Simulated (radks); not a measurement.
Values are calculated unless marked as measured or tabulated.
Removal energies from the vanadium ion V5+, [Ar], by Delta-SCF beside the eigenvalue of the level emptied. Code: a radial shooting solver on a logarithmic mesh with Libxc functionals. Model: scalar-relativistic Kohn-Sham, PBEsol, spin-polarised, spherical densities, finite nucleus; Fermi nuclear charge, rms radius of each element as measured or else 0.836 A^(1/3) + 0.57 fm. Open shells are filled with parallel spins first.

| removed from | final configuration | Delta-SCF (eV) | -eigenvalue (eV) |
|---|---|---|---|
| 3p | [Ne] 3s2 3p5 | 128.23 | 117.31 |
| 3s | [Ne] 3s1 3p6 | 155.68 | 144.45 |
| 2p | [He] 2s2 2p5 3s2 3p6 | 616.43 | 584.82 |
| 2s | [He] 2s1 2p6 3s2 3p6 | 711.82 | 684.09 |
